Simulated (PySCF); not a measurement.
## Relaxation of quintet [CoS3]-

All numbers come from PySCF, UPBE, basis Co def2-SVPD, S def2-SVPD (no relativity, density fitting). A (50,194) grid was used.

A start displaced from a saddle point along its imaginary mode, of Cs symmetry, held to at least that symmetry:

Coordinates in bohr (charge -1 multiplicity 5):
```
Co   -0.3825   -0.1737    0.0000
S     3.4814    0.4754    0.0000
S    -1.1301    3.7110    0.0000
S    -1.6461   -3.8662    0.0000
```

Optimiser trace:
```csv
step,E − E(last) (kJ/mol),largest gradient (Eh/bohr)
0,2.82,0.00731
1,2.38,0.00401
2,1.94,0.00271
3,1.68,0.00377
4,0.70,0.00426
5,0.30,0.00470
6,0.12,0.00250
7,0.05,0.00072
8,0.03,0.00071
9,0.02,0.00046
10,0.01,0.00036
11,0.00,0.00034
12,0.00,0.00026
```

It ends at C2v with Co–S 2.061 Å, Co–S 2.078 Å (×2); S–Co–S 87.2°, S–Co–S 136.4° (×2) (after a last refinement on a finer grid). The frequency run here used a shortcut that can spoil soft modes, so no verdict on minimum or saddle point is given. Other isomers or separated fragments may lie lower.

Other spin states or occupations of the open shell can lie lower.

The relaxation took of the order of 2.5 core-minutes on a shared host.
